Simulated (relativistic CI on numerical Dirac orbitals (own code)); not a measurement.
What each ingredient does to the levels of Er⁴⁴⁺

Base calculation: Dirac-Coulomb-Breit CI, orbitals from a KLI potential per configuration, QED by a radiative potential, unscaled Slater integrals.

Configuration list (outside the closed core [Ne]): 3s2.3p6.3d6, 3s2.3p5.3d7, 3s2.3p4.3d8, 3s.3p6.3d7, 3p6.3d8, 3s.3p5.3d8, 3s2.3p6.3d5.4s, 3s2.3p6.3d5.4p, 3s2.3p4.3d7.4s, 3s2.3p6.3d5.4d, 3s2.3p5.3d6.4s, 3s2.3p6.3d5.4f, 3s2.3p6.3d4.4s2, 3s.3p6.3d6.4s, 3p6.3d7.4s, 3p6.3d7.4p. Levels of other configurations are missing.

Variants: (1) P86 correlation estimate; (2) only the first 3 configurations. Shifts of the energy above 3s2.3p6.3d6 3F_4, in eV, for the lowest level and the first level of each name with at least 55 % of one term (blank where a level changes its place among those of its configuration and J or its character, or is not in the variant):

```tsv
Level	Base	Δ(1)	Δ(2)
3s2.3p6.3d6 3F_4	0.000	0.000	0.000
3s2.3p6.3d6 5D_3	39.885	0.000	-0.053
3s2.3p6.3d6 3G_5	49.512	-0.001	-0.078
3s2.3p6.3d6 3H_6	49.632	-0.001	-0.138
3s2.3p6.3d6 3P_1	68.914	0.000	+0.225
3s2.3p6.3d6 5D_2	85.426	0.000	+0.110
3s2.3p6.3d6 5D_0	88.268	0.000	-0.104
3s2.3p6.3d6 3H_5	95.395	-0.001	-0.095
3s2.3p6.3d6 1I_6	98.811	-0.001	-0.166
3s2.3p6.3d6 1D_2	137.851	+0.001	+0.257
3s2.3p6.3d6 1S_0	152.223	+0.001	+0.254
3s2.3p5.3d7 5G°_6	327.327	+0.297	-0.114
3s2.3p5.3d7 3P°_0	337.354	+0.298	+1.357
3s2.3p5.3d7 3D°_3	338.205	+0.298	+1.034
3s2.3p5.3d7 5G°_5	374.058	+0.298	+0.071
3s2.3p5.3d7 3I°_7	394.276	+0.297	-0.107
```

At this charge energies of transitions that change n are usually good to better than 1 %, and those within a shell (Δn = 0) to a few per cent.

Ionisation energy from the two ground configurations alone: base 3624.01 eV; P86 correlation estimate 3626.09 eV. The NIST ASD value (theoretical) is 3624 eV.

LS names give the leading component of a level, which can be under half, so a name can repeat, a term be missing and a line seem to break the LS rules.
